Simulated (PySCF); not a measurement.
Ge(OH)3(nBu), SMILES CCC[CH2][Ge]([OH])([OH])[OH] (C4H12GeO3), singlet, GFN2-xTB optimised geometry.

```
20

C     -4.13    -2.32    -2.50
C     -2.63    -2.13    -2.59
C     -2.09    -1.30    -1.43
C     -0.58    -1.11    -1.53
Ge     0.18    -0.08     0.00
O     -0.32     1.60     0.00
O     -0.31    -0.72     1.56
O      1.93    -0.08     0.00
H     -4.50    -2.92    -3.33
H     -4.64    -1.36    -2.51
H     -4.40    -2.83    -1.57
H     -2.14    -3.11    -2.60
H     -2.38    -1.64    -3.54
H     -2.58    -0.33    -1.43
H     -2.33    -1.80    -0.49
H     -0.08    -2.08    -1.57
H     -0.33    -0.58    -2.45
H     -1.02     1.80     0.62
H      0.31    -1.33     1.95
H      2.33     0.71    -0.36
```

Density from PySCF 2.14.0 with CAM-B3LYP/def2-SVP at that geometry.

Minimum of the electron density along straight lines between bonded atoms, close to the bond critical point (lines longer than 1.1 times the sum of covalent radii, or with two minima, are not listed):

| bond | length / Å | ρ at the minimum / e bohr⁻³ | ∇²ρ there / e bohr⁻⁵ | position (fraction from the first atom) |
|---|---|---|---|---|
| C1–C2 | 1.524 | 0.246 | -0.57 | 0.50 |
| C2–C3 | 1.527 | 0.247 | -0.57 | 0.50 |
| C3–C4 | 1.522 | 0.245 | -0.56 | 0.49 |
| C4–Ge5 | 1.996 | 0.126 | -0.01 | 0.53 |
| Ge5–O6 | 1.752 | 0.146 | 0.74 | 0.47 |
| Ge5–O7 | 1.753 | 0.146 | 0.74 | 0.47 |
| Ge5–O8 | 1.755 | 0.145 | 0.73 | 0.47 |
| C1–H9 | 1.087 | 0.277 | -1.02 | 0.63 |
| C1–H10 | 1.088 | 0.277 | -1.02 | 0.63 |
| C1–H11 | 1.088 | 0.277 | -1.02 | 0.63 |
| C2–H12 | 1.093 | 0.276 | -1.01 | 0.62 |
| C2–H13 | 1.093 | 0.276 | -1.01 | 0.62 |
| C3–H14 | 1.092 | 0.277 | -1.01 | 0.62 |
| C3–H15 | 1.093 | 0.277 | -1.02 | 0.63 |
| C4–H16 | 1.090 | 0.274 | -1.00 | 0.63 |
| C4–H17 | 1.089 | 0.275 | -1.00 | 0.63 |
| O6–H18 | 0.955 | 0.353 | -2.43 | 0.82 |
| O7–H19 | 0.955 | 0.354 | -2.43 | 0.82 |
| O8–H20 | 0.955 | 0.353 | -2.43 | 0.82 |
